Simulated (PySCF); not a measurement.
SMILES C[S]=O, doublet, PBE0/def2-SVP optimised geometry.

```
6

C      0.93    -0.21     0.00
S     -0.88    -0.21     0.00
O     -1.29     1.25     0.00
H      1.29     0.31    -0.90
H      1.27    -1.25     0.00
H      1.29     0.31     0.90
```

Density from unrestricted PBE0/def2-TZVP in PySCF at that geometry.

Minimum of the electron density along straight lines between bonded atoms, close to the bond critical point (lines longer than 1.1 times the sum of covalent radii, or with two minima, are not listed):

```tsv
bond	length / Å	ρ at the minimum / e bohr⁻³	∇²ρ there / e bohr⁻⁵	position (fraction from the first atom)
C1–S2	1.808	___	___	0.47
S2–O3	1.519	0.259	___	0.40
C1–H4	1.100	0.273	-0.92	0.65
C1–H5	1.100	0.271	-0.91	0.65
C1–H6	1.100	0.273	-0.92	0.65
```

Fill in the missing entries.


- C1–S2, ρ at the minimum / e bohr⁻³: 0.192
- C1–S2, ∇²ρ there / e bohr⁻⁵: -0.35
- S2–O3, ∇²ρ there / e bohr⁻⁵: 0.50
